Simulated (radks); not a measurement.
Results of a calculation; reference values are marked as such.
Task: The bismuth ion Bi4+, 79 electrons, occupied as [Xe] 4f14 5d9.75 6s1.25 (fractional occupations, a model configuration). Level of theory: Dirac Kohn-Sham, PBEsol, spin-unpolarised, spherical densities, finite nucleus; open shells fill j = l - 1/2 first; Fermi nuclear charge, rms radius 5.5211 fm (a radial shooting solver on a logarithmic mesh with Libxc functionals).

Spin-orbit splittings of the eigenvalues, e(l+1/2) - e(l-1/2), with zeta = 2 splitting/(2l+1) and mean radii in bohr:

| shell | occ. | splitting (eV) | zeta (eV) | <r> j=l-1/2 | <r> j=l+1/2 |
|---|---|---|---|---|---|
| 2p | 6 | 2318 | 1545 | 0.05389 | 0.06294 |
| 3p | 6 | 519.0 | 346.0 | 0.1616 | 0.1780 |
| 3d | 10 | 110.1 | 44.03 | 0.1545 | 0.1595 |
| 4p | 6 | 128.0 | 85.34 | 0.3778 | 0.4125 |
| 4d | 10 | ? | ? | 0.4161 | 0.4272 |
| 4f | 14 | 5.495 | 1.570 | 0.4379 | 0.4440 |
| 5p | 6 | 24.86 | 16.57 | 0.8833 | 0.9712 |
| 5d | 9.75 | 3.145 | 1.258 | 1.180 | 1.217 |

Estimate the 4d splitting.

Result: 23.90 eV (zeta = 9.561 eV).
